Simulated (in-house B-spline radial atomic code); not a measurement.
**RPA and G0W0 on CAM-B3LYP: Mo6+**

Configuration [Ar] 3d10 4s2 4p6, mean-field start CAM-B3LYP. Computed with an all-electron radial atomic-structure program (B-spline basis): all electrons, non-relativistic, point nucleus, each spin shell either full or empty, empty states to l = 9 with an (l + 1/2)⁻⁴ tail; G0W0 by contour deformation at full frequency.

Without relativity these are model numbers: it shifts the levels of so heavy an element strongly and can reorder them.

Command:
```bash
python run_gw.py task.json out
```
Settings (radii: box in bohr, nucleus in fm):
```
Z                        42
electrons                36
configuration            [Ar] 3d10 4s2 4p6
hamiltonian              nr
method                   camb3lyp
lmax                     9
spin_polarised           False
box_radius               9.29
intervals                51
```

Time taken, with all properties: 1.9 s on 1 thread of Arm Neoverse V1 (shared host).

Energies (hartree):

| term | value |
| --- | --- |
| mean-field total | -3969.80779 |
| Hartree-Fock functional on these orbitals | -3967.82615 |
| direct second order | -2.9725 |
| second-order exchange | 0.84973 |
| SOSEX correction | 0.79753 |

Q: What is the RPA correlation energy, and what remains with SOSEX?

A: RPA gives -2.6652 hartree (-2.01 eV per electron); RPA + SOSEX gives -1.8677, and the second-order doubles -2.1228 hartree (no singles). SOSEX takes back 30 % of the RPA value.

Quasi-particle levels (eV):

```json
{"level": "4p", "occupied": "yes", "mean field": "-120.59", "Σx - vxc": "-4.83", "Σc": "?", "QP weight": "?", "G0W0": "?"}
{"level": "3d", "occupied": "yes", "mean field": "-318.82", "Σx - vxc": "-20.97", "Σc": "6.57", "QP weight": "0.932", "G0W0": "-333.22"}
{"level": "4d", "occupied": "no", "mean field": "-73.50", "Σx - vxc": "6.01", "Σc": "-2.28", "QP weight": "0.973", "G0W0": "-69.77"}
```

G0W0 = mean field + (Σx - vxc) + Σc, with Σc (partial-wave tail included) taken at the quasi-particle energy. Only the outer levels were computed. Levels of low weight are left out.

Q: Where does G0W0 put 4p?

A: At -126.20 eV, with Σc = -0.79 eV and a quasi-particle weight of 0.964. The tabulated removal energy is 125.638 ± 0.025 eV (NIST, semi-empirical); the calculation leaves out relativity, Breit and QED terms, and what these don't explain is the method's own error.
